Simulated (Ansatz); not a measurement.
Ansatz (a program for electronic structure) input for Ga(Cl) cation (ClGa), SMILES [Cl][Ga] (connectivity only; charge and spin as stated), charge +1, multiplicity 2, PBE0/def2-TZVPD. Geometry optimised at PBE0-D3(BJ)/def2-TZVP. The multiplicity is an assumed one; other spin states were not compared.

Ansatz 0.2 input:
```yaml
crystal:
  periodic: [false, false, false]
  atoms:
    - {symbol: Ga, position_ang: [0.00000000, 0.00000000, -0.73968427]}
    - {symbol: Cl, position_ang: [0.00000000, 0.00000000, 1.34883601]}
basis:
  gaussian:
    orbitals: def2-TZVPD
hamiltonian:
  xc: {name: PBE0}
total_charge: 1
magnetization: {spin_polarized: true, initial_magnetization: 1}
```

Program output:

```
WARN ansatz: RAYON_NUM_THREADS=1 ignored (pool sized by the plan → 1); use --threads N
Functional definition: PBE0
integrals: 0.03 GiB planned
732 factors; their error is unknown
mean field: 0.44 GiB planned
mean field evaluation 1: about -64875.1663 eV, gradient 3.5e1 eV
mean field evaluation 2: about -64824.5850 eV, gradient 9.3e1 eV
mean field evaluation 4: about -64881.7008 eV, gradient 5.0e0 eV
mean field evaluation 8: about -64881.8561 eV, gradient 4.2e-2 eV
mean field evaluation 16: about -64882.0546 eV, gradient 3.9e-5 eV
mean field -64882.05464277 eV, -2384.3715294857 hartree, gradient 3.9e-5 eV, S^2 0.755134; 0 other end points of the search recorded, 0 dependent functions left out
reference -64882.05466994 eV, -2384.3715304840 hartree; 24, 23 occupied and 76, 77 virtual orbitals, 732 factors
Total energy: -64882.05466994 eV, -2384.3715304840 hartree
```

Self-consistency was reached.
